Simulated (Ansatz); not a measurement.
Isolated molecules relaxed with PBE0-D4/def2-TZVP in Ansatz; ΔE leaves out vibrations. CBS: MP2 limit from def2 TZ/QZ plus the TZ coupled-cluster correction, frozen cores. This one scheme is used for every species. DFT in def2-TZVPP. B3LYP here is the variant with VWN-RPA as its local correlation; programs differ in this. Each species was taken in one conformer, which may not be the lowest.

`CC(=O)[SiH2]N` + H₂ → `N[SiH2]C=O` + CH₄  (hydrogenolysis of a C–C bond)

```csv
level,ΔE (kJ/mol),difference from CCSD(T)/CBS
PBE-D4,-29.3,5.3
r2SCAN-D4,-31.2,3.4
PBE0-D4,-33.0,1.6
B3LYP-D4,-35.8,-1.2
ωB97X-V,-34.8,-0.2
B2PLYP,-40.0,-5.4
PBE,-34.4,0.2
PBE0,-37.5,-2.9
B3LYP,-43.7,-9.1
HF/def2-TZVPP,-53.5,-18.9
MP2/def2-TZVPP,-32.6,2.0
CCSD(T)/def2-TZVPP,-36.1,-1.5
HF/def2-QZVPP,-53.1,-18.5
SCS-MP2/def2-QZVPP,-36.7,-2.1
HF/CBS(def2),-53.1,-18.5
CCSD/CBS(def2),-39.1,-4.5
CCSD(T)/CBS,-34.6,0
```

Largest T1 diagnostic among the species: 0.014.

In def2-TZVPP, CCSD(T) changes the Hartree–Fock value by +17.4 kJ/mol (the triples alone add +4.4 kJ/mol) and MP2 by +20.9 kJ/mol. The D4 term adds +7.9 kJ/mol with B3LYP and +4.5 kJ/mol with PBE0; it sums over pairs of atoms, weighted by their polarisabilities, and B3LYP, whose exchange is more repulsive, gets the larger term.
